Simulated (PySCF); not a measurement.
CH6BeGeS, SMILES [S]([Be][GeH3])C. Atoms are numbered in the order given.

```xyz
10

Be     0.1607    -0.0572    -0.4702
S     -0.2288    -0.5690    -2.2622
C     -1.9977    -1.1034    -2.1210
H     -2.1027    -1.9615    -1.4442
H     -2.3101    -1.4080    -3.1285
H     -2.6397    -0.2778    -1.7869
Ge     0.6194     0.5453     1.5848
H      0.8657    -0.6515     2.5362
H      1.8874     1.4301     1.6795
H     -0.5189     1.3732     2.2328
```

Geometry optimised at B3LYP-D3(BJ)/def2-SVP. The structure was generated by enumeration; whether it is a known compound was not checked. One conformer was computed; it need not be the lowest.

Two levels are set side by side: PBE/pcSseg-1 (PySCF) and PBE0/pcSseg-1 (PySCF). GIAO shifts against GeH4 (⁷³Ge), H2S (³³S), TMS (¹H), TMS (¹³C) at the same level; non-relativistic, no solvent, atoms listed together averaged. Differences are taken from unrounded values.

```json
[
 {"quantity": "δ(³³S) of S2 (ppm)", "PBE0": "129.2", "PBE": "155.4", "PBE minus PBE0": "26.2"},
 {"quantity": "δ(¹³C) of C3 (ppm)", "PBE0": "11.0", "PBE": "11.4", "PBE minus PBE0": "0.4"},
 {"quantity": "δ(⁷³Ge) of Ge7 (ppm)", "PBE0": "-114.3", "PBE": "-116.3", "PBE minus PBE0": "-2.0"},
 {"quantity": "δ(¹H) of H8, H9, H10 (ppm)", "PBE0": "3.30", "PBE": "3.33", "PBE minus PBE0": "0.03"}
]
```

Rough cost on one machine, each run with all the roots and properties that it gave: PBE0 against PBE within a factor of 2.
